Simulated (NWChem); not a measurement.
System: CH$_{3}$ClSe; SMILES Cl[Se]C

NWChem input:

```
start job
memory heap 200 mb stack 900 mb global 1100 mb
geometry units angstroms noautoz
  Se    -0.462277     0.473310     0.000901
  Cl     0.181698    -1.620122    -0.000898
  C      1.299140     1.269546     0.000877
  H      1.131192     2.357783     0.004197
  H      1.849612     0.985244    -0.904915
  H      1.851487     0.980223     0.903943
end
basis spherical
  Se library 6-31g*
  Cl library 6-31g*
  C library 6-31g*
  H library 6-31g*
end
dft
  xc kt2
  iterations 150
  mulliken
end
task dft energy
```

Output (shortened):

```
             Northwest Computational Chemistry Package (NWChem) 7.3.0
             --------------------------------------------------------

 CS  symmetry detected

                             Geometry "geometry" -> ""
                             -------------------------

 Output coordinates in angstroms (scale by  1.889725989 to convert to a.u.)

  No.       Tag          Charge          X              Y              Z
 ---- ---------------- ---------- -------------- -------------- --------------
    1 Se                  34.0000    -0.45504584     0.47218069     0.00000000
    2 Cl                  17.0000     0.15665972    -1.63090772     0.00000000
    3 C                    6.0000     1.31840769     1.24123479     0.00000000
    4 H                    1.0000     1.16721391     2.33192805     0.00000000
    5 H                    1.0000     1.86534165     0.94597554    -0.90443091
    6 H                    1.0000     1.86534165     0.94597554     0.90443091

 Effective nuclear repulsion energy (a.u.)     251.7379731049

      Symmetry information
      --------------------

 Group name             Cs
 Group number              2
 Group order               2
 No. of unique centers     5

                                 NWChem DFT Module
                                 -----------------

 Summary of "ao basis" -> "ao basis" (spherical)
 ------------------------------------------------------------------------------
       Tag                 Description            Shells   Functions and Types
 ---------------- ------------------------------  ------  ---------------------
 Se                          6-31g*                 12       32   5s4p3d
 Cl                          6-31g*                  8       18   4s3p1d
 C                           6-31g*                  6       14   3s2p1d
 H                           6-31g*                  2        2   2s

      Symmetry analysis of basis
      --------------------------

        a'         49
        a"         21

            General Information
            -------------------
          SCF calculation type: DFT
          Wavefunction type:  closed shell.
          No. of atoms     :     6
          No. of electrons :    60
           Alpha electrons :    30
            Beta electrons :    30
          Charge           :     0
          Spin multiplicity:     1
          Use of symmetry is: on ; symmetry adaption is: on
          Maximum number of iterations: 150
          AO basis - number of functions:    70
                     number of shells:    32
          Convergence on energy requested:  1.00D-06
          Convergence on density requested:  1.00D-05
          Convergence on gradient requested:  5.00D-04

              XC Information
              --------------
                          KT2 Method XC Functional
                        Slater Exchange Functional  1.072 local
                           KT1 gradient correction  1.000 non-local
            Perdew 1991 LDA Correlation Functional  0.577 local

             Grid Information
             ----------------
          Grid used for XC integration:  medium
          Radial quadrature: Mura-Knowles
          Angular quadrature: Lebedev.
          Tag              B.-S. Rad. Rad. Pts. Rad. Cut. Ang. Pts.
          ---              ---------- --------- --------- ---------
          Se                  1.15      112           8.0       590
          Cl                  1.00       88          10.0       590
          C                   0.70       49           9.0       434
          H                   0.35       45          11.0       434
          Grid pruning is: on
          Number of quadrature shells:   339
          Spatial weights used:  Erf1

      Superposition of Atomic Density Guess
      -------------------------------------

 Sum of atomic energies:       -2898.11087775

      Non-variational initial energy
      ------------------------------

 Total energy =   -2898.965161
 1-e energy   =   -4531.527922
 2-e energy   =    1380.824787
 HOMO         =      -0.232927
 LUMO         =      -0.060249

      Symmetry analysis of molecular orbitals - initial
      -------------------------------------------------

  Numbering of irreducible representations:

     1 a'          2 a"

  Orbital symmetries:

     1 a'          2 a'          3 a'          4 a'          5 a'
     6 a"          7 a'          8 a'          9 a'         10 a'
    11 a'         12 a"         13 a'         14 a'         15 a"
    16 a'         17 a'         18 a"         19 a'         20 a"
    21 a'         22 a'         23 a'         24 a'         25 a"
    26 a'         27 a"         28 a'         29 a'         30 a"
    31 a'         32 a'         33 a'         34 a'         35 a"
    36 a'         37 a'         38 a"         39 a'         40 a'

     ---------------------------------------------
      Total Density - Mulliken Population Analysis
     ---------------------------------------------

    Atom       Charge   Shell Charges
 -----------   ------   -------------------------------------------------------
    1 Se  34    33.74   2.00  2.00  6.00  2.00  5.99  1.51  2.78  0.37  1.00  6.94  2.94  0.19
    2 Cl  17    17.32   2.00  2.00  5.98  1.38  3.60  0.57  1.77  0.01
    3 C    6     6.66   2.00  0.71  1.93  0.71  1.29  0.03
    4 H    1     0.75   0.45  0.30
    5 H    1     0.77   0.46  0.30
    6 H    1     0.77   0.46  0.30

[...]
```

Level: KT2/6-31G* (spherical d). Structure relaxed at the PBE0/def2-SVP level.
